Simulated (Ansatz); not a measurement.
Reaction (isomerisation): `F/C=C\C=C(F)F` → `FC1=C(F)C(F)C1`

Gas-phase electronic energies from Ansatz, PBE0-D4/def2-TZVP geometries. CCSD(T)/CBS adds triple-zeta CCSD(T) − MP2 to the extrapolated MP2 energy (def2 sets, frozen cores). DFT in def2-TZVPP. One conformer a species, not always the lowest.

`F/C=C\C=C(F)F`:

```xyz
10

F    -1.453    1.777   -1.026
C    -1.345    1.260    0.203
C    -0.472    0.303    0.489
C     0.439   -0.277   -0.467
C     1.302   -1.233   -0.157
F     1.443   -1.768    1.034
F     2.143   -1.781   -1.001
H    -2.036    1.707    0.907
H    -0.458   -0.052    1.512
H     0.438    0.066   -1.493
```

`FC1=C(F)C(F)C1`:

```xyz
10

F     0.335    2.402   -0.057
C     0.126    1.107   -0.114
C    -0.606    0.310   -0.887
F    -1.387    0.472   -1.932
C    -0.296   -0.903   -0.079
F     0.382   -1.904   -0.733
C     0.606    0.019    0.794
H    -1.134   -1.361    0.453
H     1.663   -0.241    0.711
H     0.313    0.100    1.843
```

Is it downhill or uphill in electronic energy at CCSD(T)/CBS, and by how much? (Best estimate.)

The calculation gave: Uphill: ΔE = +0.54 eV.

What do these levels give: r2SCAN-D4, B97M-V, r2SCANh-D4, PBE-QIDH, BLYP, PBE0, r2SCANh, BHLYP, CCSD/def2-SVP, SCS-MP2/def2-QZVPP, HF/CBS(def2), CCSD/CBS(def2)? (An estimate is asked.)

The calculation gave: r2SCAN-D4 0.67, B97M-V 0.62, r2SCANh-D4 0.63, PBE-QIDH 0.42, BLYP 0.85, PBE0 0.48, r2SCANh 0.63, BHLYP 0.67, CCSD/def2-SVP 0.68, SCS-MP2/def2-QZVPP 0.52, HF/CBS(def2) 0.68, CCSD/CBS(def2) 0.53 eV.

What do rigid-rotor, harmonic-oscillator terms from PBE0-D4/def2-TZVP frequencies (298.15 K, 1 bar) make of the CCSD(T)/CBS value? (Estimate.)

Computed: ΔZPE = +0.04 eV, ΔH = +0.56 eV, ΔS = -18 J/(mol·K), ΔG = +0.61 eV.

Largest T1 diagnostic among the species: 0.013.

At CCSD(T), def2-SVP lies +0.15 eV from the extrapolated value and def2-TZVPP +0.02 eV. Leaving LDA and LC-ωPBE aside and taking each functional with its dispersion term where it has one, the values, not all of them listed here, spread over 0.40 eV, from PBE-QIDH to BLYP-D4. LDA lies −0.11 eV from PBE without D4. From PBE to PBE0 (25 % exact exchange), in def2-TZVPP and without D4, ΔE moves by −0.10 eV.
